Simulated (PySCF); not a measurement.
ClH5SSi2, SMILES [SiH3]S[SiH2]Cl.

Coordinates come from a PBE0-D3(BJ)/def2-SVP optimisation. The structure was generated by enumeration, and PubChem lists no compound with its InChIKey, so it may never have been made. Other conformers were not sampled.

Two levels are set side by side: TDDFT-PBE/def2-SVPD (PySCF) and TDDFT-CAM-B3LYP/def2-SVPD (PySCF). Vertical, same geometry. The lowest singlet is HOMO→LUMO 98 % with PBE and HOMO→LUMO 78 % with the other functional; states are paired by order. Differences are taken from unrounded values.

| quantity | TDDFT-CAM-B3LYP |
|---|---|
| lowest singlet excitation (eV) | 6.18 |
| lowest triplet excitation (TDA) (eV) | 5.83 |

**Question.** What does TDDFT-PBE give, and how far is it from TDDFT-CAM-B3LYP? (Estimate from the structure and the level; the computed values follow.)

**Answer.** 
```
quantity                              TDDFT-PBE  TDDFT-PBE minus TDDFT-CAM-B3LYP
------------------------------------  ---------  -------------------------------
lowest singlet excitation (eV)             5.43                            -0.75
lowest triplet excitation (TDA) (eV)       5.14                            -0.70
```

Functionals without exact exchange tend to place singlet excitations lower, as here. Differences between two approximate levels are no errors against the true value.

Rough cost on one machine, each run with all the roots and properties that it gave: TDDFT-CAM-B3LYP against TDDFT-PBE about 8 times.
